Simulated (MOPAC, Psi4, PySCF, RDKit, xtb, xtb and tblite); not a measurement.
Two geometries of C5H14OSi2, SMILES [SiH2](C(=O)C)[SiH2]C(C)C, relaxed at GFN2-xTB with one dihedral held; other torsions can differ between them too.

Structure A

```
22

C     -3.2909     0.9795     0.0479
C     -1.8586     0.5500     0.1989
O     -1.1211     1.0361     1.0295
Si    -1.1571    -0.7977    -0.9819
Si     0.6274    -1.7677     0.1253
C      0.8137    -3.5982    -0.4167
C     -0.3879    -4.4357     0.0098
C      1.0241    -3.7079    -1.9235
H     -3.4635     1.2827    -0.9823
H     -3.5362     1.7952     0.7250
H     -3.9327     0.1251     0.2537
H     -0.8253    -0.0537    -2.2070
H     -2.3096    -1.6298    -1.3722
H      0.4749    -1.7609     1.5866
H      1.9016    -1.1005    -0.1879
H      1.6995    -4.0148     0.0738
H     -0.2522    -5.4794    -0.2733
H     -0.5263    -4.3935     1.0881
H     -1.2976    -4.0742    -0.4674
H      1.9007    -3.1434    -2.2342
H      1.1676    -4.7466    -2.2204
H      0.1598    -3.3194    -2.4614
```

Structure B

```
22

C      3.2292     0.7123     0.4912
C      1.9843     0.9280    -0.3257
O      1.4093     1.9945    -0.3542
Si     1.2669    -0.5742    -1.2901
Si    -0.3743    -1.5908    -0.0053
C     -1.8185    -0.4023     0.4078
C     -2.3826     0.2393    -0.8568
C     -1.3946     0.6803     1.3972
H      4.0458     0.4570    -0.1810
H      3.4885     1.6018     1.0617
H      3.0743    -0.1305     1.1621
H      0.8187    -0.0254    -2.5728
H      2.4156    -1.4476    -1.5733
H     -0.9403    -2.7489    -0.7154
H      0.1530    -2.1116     1.2688
H     -2.6205    -0.9864     0.8746
H     -3.2511     0.8539    -0.6213
H     -2.6881    -0.5172    -1.5777
H     -1.6364     0.8804    -1.3234
H     -0.9927     0.2413     2.3087
H     -2.2458     1.3036     1.6696
H     -0.6357     1.3271     0.9621
```

Problem. Which is lower in energy at the level B3LYP-D3(BJ)/def2-SVP // GFN2-xTB run with Psi4, and by how much?

Solution. B is lower, by 9.81 kJ/mol (dihedral C2–Si4–Si5–C6: 150° in A, 60° in B).

E(B) − E(A) in kJ/mol at the other levels, on the same two geometries: GFN2-xTB (xtb and tblite) -1.08; MMFF94 // GFN2-xTB (RDKit) -8.83; B3LYP/def2-SVP // GFN2-xTB (Psi4) -6.71; PBE/def2-SVP // GFN2-xTB (Psi4) -7.76; PBE-D3(BJ)/def2-SVP // GFN2-xTB (Psi4) -9.97; UFF // GFN2-xTB (RDKit) -8.70; PM6, restricted, heats of formation // GFN2-xTB (MOPAC) -6.12; PM7, restricted, heats of formation // GFN2-xTB (MOPAC) -10.51; GFN1-xTB // GFN2-xTB (xtb) -0.81; restricted B3LYP/6-31G*, spherical d, density fitting // GFN2-xTB (PySCF) -5.60; restricted M06-2X/6-31G*, spherical d, density fitting // GFN2-xTB (PySCF) -5.57; restricted B3LYP/6-311+G**, spherical d, density fitting // GFN2-xTB (PySCF) -5.55.
